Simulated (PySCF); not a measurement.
# Electronic absorption of C5H10O2

Species: C5H10O2.
SMILES: `O=C(OC)C(C)C`

The calculation used PySCF, TDDFT CAM-B3LYP/def2-SVPD, vertical, gas phase, core orbitals frozen in the response. Geometry: GFN2-xTB, one conformer, isolated molecule. Torsions of this conformer, `[CH3:1][O:2][C:3](=[O:4])[CH:5]([CH3:6])[CH3:7]`: C1–O2–C3–O4 -1°, O2–C3–C5–C6 152°.

Question: List the vertical singlet excitations with oscillator strengths and describe the spectrum.

Answer: 

| state | E (eV) | λ (nm) | f | \|μ\| (D) | main configurations (H = HOMO, L = LUMO) |
| --- | --- | --- | --- | --- | --- |
| S1 | 5.98 | 207.3 | 0.0019 | 0.29 | H→L+1 (84%) |
| S2 | 7.78 | 159.3 | 0.0099 | 0.58 | H→L (84%) |
| S3 | 8.27 | 150.0 | 0.106 | 1.84 | H-1→L+1 (82%) |
| S4 | 8.43 | 147.1 | 0.018 | 0.75 | H-1→L (84%) |
| S5 | 8.71 | 142.4 | 0.011 | 0.58 | H-4→L+1 (72%) |
| S6 | 8.82 | 140.5 | 0.013 | 0.63 | H→L+2 (67%), H→L+4 (14%) |
| S7 | 8.94 | 138.8 | 0.019 | 0.75 | H→L+3 (54%), H→L+4 (15%) |
| S8 | 9.01 | 137.5 | 0.017 | 0.70 | H-2→L+1 (30%), H→L+3 (24%), H→L+4 (21%) |

Triplets (Tamm–Dancoff): T1 5.47 eV, H→L+1 (83%); T2 6.27 eV, H-1→L+1 (70%); T3 7.66 eV, H→L (82%), H→L+5 (9%).

The lowest singlet comes at 207 nm (577 kJ/mol) in the ultraviolet; it is very weak; its leading configuration is HOMO→LUMO+1 (84%). The strongest level in the table is S3 at 8.27 eV (150 nm, f = 0.106). S1 has the pattern of n→π* at C=O. Orbital energies (eV): HOMO-3 -11.27, HOMO-2 -11.12, HOMO-1 -10.28, HOMO -9.46, LUMO 1.19, LUMO+1 1.42, LUMO+2 1.82. Of the 8 states listed, 6 reach f = 0.01 and none stays under 0.0005. The listed states span 3.03 eV, and the widest gap between neighbours is 1.80 eV (S1 to S2). Singlets were solved by full linear response, triplets in the Tamm–Dancoff approximation.
